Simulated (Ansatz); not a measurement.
Stepwise reaction of `[Br][Ga]([Br])[Br]` with water, as a gas-phase model of exchange steps in deposition or etching. ΔE in kJ/mol; ΔG adds harmonic PBE0-D4 terms to CCSD(T)/CBS, at 1 bar.

Program: Ansatz. Geometries: PBE0-D4/def2-TZVP. ΔE: electronic, gas phase. CCSD(T)/CBS is the MP2 limit (def2-TZVPP, def2-QZVPP) plus CCSD(T) − MP2 in def2-TZVPP, frozen cores. This one scheme is used for every species. Functionals use def2-TZVPP. B3LYP here is the variant with VWN-RPA as its local correlation; programs differ in this. For Br, Ga outer-core shells are correlated without core-valence functions, which leaves a few kJ/mol of doubt a bond. Scalar relativity is left out up to krypton. One conformer a species, not always the lowest.

| step | reaction | PBE-D4 | B3LYP-D4 | ωB97M-V | CCSD(T)/CBS | ΔG(600 K) |
| --- | --- | --- | --- | --- | --- | --- |
| 1 | `[Br][Ga]([Br])[Br]` + H₂O → `[OH][Ga]([Br])[Br]` + HBr | 66.1 | 67.4 | 66.2 | 68.1 | 54.8 |
| 2 | `[OH][Ga]([Br])[Br]` + H₂O → `[OH][Ga]([OH])[Br]` + HBr | 68.9 | 68.7 | 68.5 | 69.8 | 65.0 |
| 3 | `[OH][Ga]([OH])[Br]` + H₂O → `[OH][Ga]([OH])[OH]` + HBr | 71.8 | 70.5 | 71.1 | 71.5 | 71.8 |

Problem. By hand: ΔE of the 3 steps together at CCSD(T)/CBS.

Solution. (68.1) + (69.8) + (71.5) = 209.4 kJ/mol, or 69.8 kJ/mol a step.

In ΔE the steps differ by no more than 3.4 kJ/mol. All are uphill at CCSD(T)/CBS. ΔG lies between 54.8 and 71.8 kJ/mol a step. PBE-D4 differs from CCSD(T)/CBS by -2.0 to 0.3 kJ/mol a step. Isolated molecules leave out the surface, adducts and barriers. Largest T1 diagnostic: 0.014.
